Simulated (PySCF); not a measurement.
Mo(NH)2(F)(Me) (CH₅FMoN₂), SMILES [CH3][Mo](=[NH])(=[NH])[F], multiplicity 1. Atoms are numbered in the order given.

```xyz
10

Mo    -0.0279    -0.0816     0.0000
N     -1.0124    -0.0882    -1.4070
H     -1.8889    -0.1616    -1.9195
N     -1.0124    -0.0882     1.4070
H     -1.8889    -0.1616     1.9195
F      1.2836    -1.4123     0.0000
C      0.7878     1.8549     0.0000
H      0.0219     2.6427     0.0000
H      1.4101     1.9620    -0.9038
H      1.4101     1.9620     0.9038
```

Geometry optimised at PBE0-D3(BJ)/def2-SVP. The multiplicity is an assumed one; no other spin state was optimised. The structure was generated by enumeration; whether it is a known compound was not checked. The def2 effective core potentials stand for the cores of Mo; spin–orbit coupling is left out.

These are PBE/def2-TZVP in PySCF values and carry that method's errors.

ESP charges are fitted to the potential on shells at 1.4 to 2.0 van der Waals radii. Atomic charges (e):

```csv
atom,ESP fit,Löwdin
Mo1,1.21,0.65
N2,-0.75,-0.31
H3,0.39,0.15
N4,-0.75,-0.31
H5,0.39,0.15
F6,-0.33,-0.24
C7,-0.66,-0.48
H8,0.16,0.13
H9,0.17,0.13
H10,0.17,0.13
```
